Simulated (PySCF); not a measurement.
**He⁺ (helium, charge +1) across methods**

1s1, 2S determinant. All numbers are calculated (PySCF 2.14, the non-relativistic Hamiltonian (point nucleus), in dyall-av2z).

| method | E (hartree) | mean ε 1s α (eV) | Σ⟨r²⟩ (bohr²) | ⟨S²⟩ |
| --- | --- | --- | --- | --- |
| TPSS | -1.9998 | -42.705 | 0.7646 | 0.750 |
| UHF | -1.99957 | -54.411 | 0.7508 | 0.750 |
| BHandHLYP | -1.9970 | -48.119 | 0.7630 | 0.750 |
| r2SCAN0 | -1.9997 | -45.999 | 0.7597 | 0.750 |
| HSE06 | -1.9970 | -44.754 | 0.7715 | 0.750 |
| r2SCAN | -1.9997 | -43.207 | 0.7629 | 0.750 |
| LDA | -1.9413 | -41.094 | 0.8007 | 0.750 |
| PBE | -1.9934 | -42.031 | 0.7801 | 0.750 |

Question: Estimate the same row for PBE0.

Answer: E (hartree) = -1.9963; mean ε 1s α (eV) = -45.165; Σ⟨r²⟩ (bohr²) = 0.7715; ⟨S²⟩ = 0.750.

For one electron the Hartree and exchange-correlation energies should cancel; what remains is the self-interaction error.
